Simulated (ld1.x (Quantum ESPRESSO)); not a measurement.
# Before and after: TM potential for Hg

ld1.x (Quantum ESPRESSO) 7.5 input, shortened:

```
&input
   title='Hg', zed=80., rel=1, dft='PBE', iswitch=3,
   config='[Xe] 4f14 5d10 6s2 6p0'
 /
 &inputp
   pseudotype=2, tm=.true., lloc=-1, rcloc=2.30,
   nlcc=.true., new_core_ps=.true., rcore=1.55
 /
2
6S  1  0   2.00   0.00  1.85  1.85  0.0
6P  2  1   0.00   0.00  3.20  3.20  0.0
 &test
   configts(1)='6s2 6p0'
 /
```

All-electron outer shells of the reference configuration (PBE, scalar-relativistic, ld1.x):

| shell | level (eV) | outermost node (bohr) | outermost maximum (bohr) |
| --- | --- | --- | --- |
| 5p | -66.52 | 0.51 | 0.93 |
| 5d | -9.86 | 0.55 | 1.17 |
| 6s | -6.82 | 1.08 | 2.21 |
| 6p | -1.05 | 1.28 | 3.34 |

Change: all radii but the core radius scaled by about 1.08 (s 2.00, p 3.46 bohr); local potential all-electron potential smoothed inside 2.50 bohr (lloc = -1).

Cutoffs: the cutoffs (Ry, on a coarse ladder) from which the occupation-weighted sum of valence levels, in a spherical-Bessel basis at the reference potential, stays within 10 and 1 mRy of its value at 400 Ry; they do not see the model core or the augmentation charge, which bear on the density cutoff. Errors are all-electron minus pseudo energies relative to the spin-unpolarised reference configuration.

Task: How do hardness, ghosts and transferability respond?

Result: The potential gets softer (18 Ry and 45 Ry → 15 Ry and 25 Ry); the errors of the 5 common tests hardly move; neither file shows a bound ghost. A larger radius leaves more room for a smooth pseudo-wave, so fewer plane waves are needed.

```csv
quantity,base,changed
"cutoff, loose",18 Ry,15 Ry
"cutoff, tight",45 Ry,25 Ry
bound ghosts,none,none
"error for 6s1 6p0, meV [ΔE 10.69 eV]",-230,-234
"error for 6s1.5 6p0, meV [ΔE 4.36 eV]",-51,-52
"error for 6s1 6p1, meV [ΔE 6.04 eV]",-73,-71
"error for 6s0 6p2, meV [ΔE 12.58 eV]",-271,-252
"error for 6s0 6p1, meV [ΔE 18.10 eV]",-499,-482
```
